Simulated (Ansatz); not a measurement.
Mulliken charges of CH3IO2, SMILES `OC(O)I` from ωB97M-V/def2-TZVPP in Ansatz (PBE0-D4/def2-TZVP geometry).

```tsv
atom	x (Å)	y (Å)	z (Å)	charge (e)
O1	-0.706	0.917	0.432	-0.274
C2	-0.157	-0.284	0.085	0.090
O3	1.209	-0.238	-0.101	-0.273
I4	-0.957	-1.051	-1.799	-0.090
H5	-0.457	1.571	-0.232	0.198
H6	-0.476	-1.013	0.831	0.166
H7	1.606	0.030	0.739	0.183
```

Question: By hand: the dipole of these point charges (1 e Å = 4.8032 D).

Answer: Σ q r = (0.060, 0.031, 0.306) e Å, of length 0.313 e Å = 1.50 D.

Question: How does the dipole of the full density compare? (An estimate is asked.)

Answer: The calculation gave: (0.222, 0.233, 0.364) e Å, 2.33 D; the point charges give 0.64 times that, at 30° from its direction.

Point charges leave out the atoms' own dipoles, such as those of lone pairs, and Mulliken's split depends on the basis, so the two needn't agree.
